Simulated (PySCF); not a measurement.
A side-by-side comparison of computed properties.

First species: C5H9NOSi.
Numbering: `[CH:1]#[C:2][CH2:3][N:4]([CH:5]=[O:6])[SiH2:7][CH3:8]` (hydrogens: H9 on C1; H10, H11 on C3; H12 on C5; H13, H14 on Si7; H15, H16, H17 on C8)

Geometry (GFN2-xTB, Å), atoms numbered from 1 in this order:
```
atom  x, y, z in Å
C1     1.4067    2.5519    0.7680
C2     1.5851    1.4908    0.2446
C3     1.7354    0.1734   -0.3506
N4     0.6010   -0.6706   -0.0462
C5     0.5519   -1.3805    1.0817
O6    -0.4217   -2.0404    1.3740
Si7   -0.8968   -0.7974   -0.9898
C8    -2.3153    0.0741   -0.0932
H9     1.2749    3.4935    1.2118
H10    2.6533   -0.2921    0.0297
H11    1.8165    0.2729   -1.4365
H12    1.4553   -1.3370    1.7163
H13   -0.5300   -0.0704   -2.2147
H14   -1.1034   -2.2112   -1.2791
H15   -2.0619    1.1078    0.1317
H16   -3.2142    0.0737   -0.7011
H17   -2.5439   -0.4264    0.8425
```

Second species: C₅H₉NOSi.
SMILES: `[H]/N=C(\CO)CC#C[SiH3]`

Levels: CAM-B3LYP/def2-SVPD for dipole moment, HOMO energy, LUMO energy, HOMO–LUMO gap, static isotropic polarisability and electronic spatial extent ⟨r²⟩ about the centre of nuclear charge; TDDFT CAM-B3LYP/def2-SVPD for lowest singlet excitation; TDA CAM-B3LYP/def2-SVPD for lowest triplet excitation (Tamm–Dancoff); GFN2-xTB for rotational constant A and rotational constant C. Geometries: GFN2-xTB. Each structure is a single optimised conformer of the isolated species, non-relativistic unless stated. Electronic properties by PySCF.

The conformers computed, where there is a choice (atom-mapped SMILES and torsion angles):
- `[CH:1]#[C:2][CH2:3][N:4]([CH:5]=[O:6])[SiH2:7][CH3:8]`: C2–C3–N4–C5 -86°, C3–N4–C5–O6 176°, C3–N4–Si7–C8 -106°
- `[H]/[N:1]=[C:2](\[CH2:3][OH:4])[CH2:5][C:6]#[C:7][SiH3:8]`: N1–C2–C3–O4 11°, N1–C2–C5–C6 -114°, H–O4–C3–C2 63°

Values for the first species:

- Dipole moment: 3.04 D
- HOMO energy: -9.06 eV
- LUMO energy: 0.90 eV
- HOMO–LUMO gap: 9.96 eV
- Lowest singlet excitation: 5.60 eV
- Lowest triplet excitation (Tamm–Dancoff): 5.10 eV
- Static isotropic polarisability: 91.3 au
- Electronic spatial extent ⟨r²⟩ about the centre of nuclear charge: 1241 bohr²
- Rotational constant A: 2.263 GHz
- Rotational constant C: 1.059 GHz

**Question.** Estimate the same properties for the second species, and the change in each.

**Answer.** 
```json
{"property": "dipole moment", "first": "3.04 D", "second": "1.53 D", "second less first": "-1.51 D"}
{"property": "HOMO energy", "first": "-9.06 eV", "second": "-8.90 eV", "second less first": "+0.16 eV"}
{"property": "LUMO energy", "first": "0.90 eV", "second": "0.62 eV", "second less first": "-0.28 eV"}
{"property": "HOMO–LUMO gap", "first": "9.96 eV", "second": "9.52 eV", "second less first": "-0.44 eV"}
{"property": "lowest singlet excitation", "first": "5.60 eV", "second": "5.37 eV", "second less first": "-0.23 eV"}
{"property": "lowest triplet excitation (Tamm–Dancoff)", "first": "5.10 eV", "second": "4.60 eV", "second less first": "-0.50 eV"}
{"property": "static isotropic polarisability", "first": "91.3 au", "second": "97.9 au", "second less first": "+6.6 au"}
{"property": "electronic spatial extent ⟨r²⟩ about the centre of nuclear charge", "first": "1241 bohr²", "second": "1857 bohr²", "second less first": "+616 bohr²"}
{"property": "rotational constant A", "first": "2.263 GHz", "second": "3.095 GHz", "second less first": "+0.832 GHz"}
{"property": "rotational constant C", "first": "1.059 GHz", "second": "0.605 GHz", "second less first": "-0.454 GHz"}
```

On the first: S1 lies 4.36 eV below the HOMO–LUMO gap; its leading configuration is HOMO−1→LUMO, weight 0.71. The principal polarisabilities are 84.0, 88.0 and 102.0 au; their mean is the isotropic value.

On the second: The 8 singlets span 5.37 to 7.37 eV, and their oscillator strengths add up to 0.07.
